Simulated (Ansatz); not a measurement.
C2H6AlN, SMILES `[NH2][Al]1[CH2][CH2]1` at its PBE0-D4/def2-TZVP geometry, where that method's forces vanish. Charge 0, multiplicity 1.

| atom | x (Å) | y (Å) | z (Å) |
| --- | --- | --- | --- |
| N1 | 0.451 | -2.274 | 0.164 |
| Al2 | 0.110 | -0.554 | 0.040 |
| C3 | -0.978 | 0.961 | -0.303 |
| C4 | 0.531 | 1.292 | 0.141 |
| H5 | -0.215 | -3.005 | -0.021 |
| H6 | 1.340 | -2.664 | 0.430 |
| H7 | -1.224 | 1.290 | -1.311 |
| H8 | -1.733 | 1.318 | 0.395 |
| H9 | 0.606 | 1.826 | 1.087 |
| H10 | 1.113 | 1.810 | -0.620 |

(1) For each bond, give half the difference of the two atoms' forces along it (eV/Å; positive pushes the atoms apart) under PBE-D4, r2SCAN-D4, B3LYP-D4, ωB97M-V in def2-TZVPP. (Estimate.)

Results:

(1) Computed: 
| bond | length (Å) | PBE-D4 | r2SCAN-D4 | B3LYP-D4 | ωB97M-V |
| --- | --- | --- | --- | --- | --- |
| N1–Al2 | 1.757 | -0.04 | 0.02 | 0.02 | 0.09 |
| N1–H5 | 1.007 | 0.20 | 0.01 | 0.00 | -0.03 |
| N1–H6 | 1.007 | 0.20 | 0.01 | 0.00 | -0.03 |
| Al2–C3 | 1.896 | 0.03 | 0.01 | 0.08 | -0.01 |
| Al2–C4 | 1.896 | 0.03 | 0.01 | 0.08 | -0.01 |
| C3–C4 | 1.607 | 0.11 | 0.20 | 0.29 | 0.20 |
| C3–H7 | 1.089 | 0.08 | -0.04 | -0.10 | -0.09 |
| C3–H8 | 1.089 | 0.08 | -0.05 | -0.11 | -0.09 |
| C4–H9 | 1.089 | 0.08 | -0.04 | -0.10 | -0.09 |
| C4–H10 | 1.089 | 0.08 | -0.05 | -0.10 | -0.09 |

B3LYP here is the variant with VWN-RPA as its local correlation; programs differ in this.
